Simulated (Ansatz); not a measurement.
Computed with Ansatz on PBE0-D4/def2-TZVP structures; ΔE is electronic, products minus reactants. CCSD(T)/CBS is the MP2 limit (def2-TZVPP, def2-QZVPP) plus CCSD(T) − MP2 in def2-TZVPP, frozen cores. DFT in def2-TZVPP. B3LYP here is the variant with VWN-RPA as its local correlation; programs differ in this. For Ge, Na outer-core shells are correlated without core-valence functions, which leaves a few kJ/mol of doubt a bond. Scalar relativity is left out up to krypton. Each species was taken in one conformer, which may not be the lowest.

Reaction (substitution at a C–S bond): `C[S][Na]` + `C[S][Ge][SH]` → `C[S][Ge][S]C` + `[Na][SH]`

```
             level  ΔE (kcal/mol)  difference from CCSD(T)/CBS
            PBE-D4           -7.2                          0.7
         r2SCAN-D4           -8.0                         -0.1
           PBE0-D4           -7.5                          0.4
          B3LYP-D4           -7.3                          0.6
           ωB97X-V           -7.3                          0.6
           ωB97M-V           -7.3                          0.6
            B2PLYP           -6.9                          1.0
               PBE           -6.4                          1.5
            r2SCAN           -7.8                          0.1
              PBE0           -6.8                          1.1
             B3LYP           -6.1                          1.8
     HF/def2-TZVPP           -6.1                          1.8
    MP2/def2-TZVPP           -8.1                         -0.2
SCS-MP2/def2-TZVPP           -7.4                          0.5
   CCSD/def2-TZVPP           -7.2                          0.7
CCSD(T)/def2-TZVPP           -7.6                          0.3
     HF/def2-QZVPP           -6.1                          1.8
    MP2/def2-QZVPP           -8.3                         -0.4
SCS-MP2/def2-QZVPP           -7.5                          0.4
      HF/CBS(def2)           -6.1                          1.8
     MP2/CBS(def2)           -8.4                         -0.5
    CCSD/CBS(def2)           -7.5                          0.4
       CCSD(T)/CBS           -7.9                            0
```

Largest T1 diagnostic among the species: 0.014.

The D4 term adds −1.2 kcal/mol with B3LYP and −0.7 kcal/mol with PBE0; it sums over pairs of atoms, weighted by their polarisabilities, and B3LYP, whose exchange is more repulsive, gets the larger term. In def2-TZVPP, CCSD(T) changes the Hartree–Fock value by −1.5 kcal/mol (the triples alone add −0.4 kcal/mol) and MP2 by −2.0 kcal/mol.
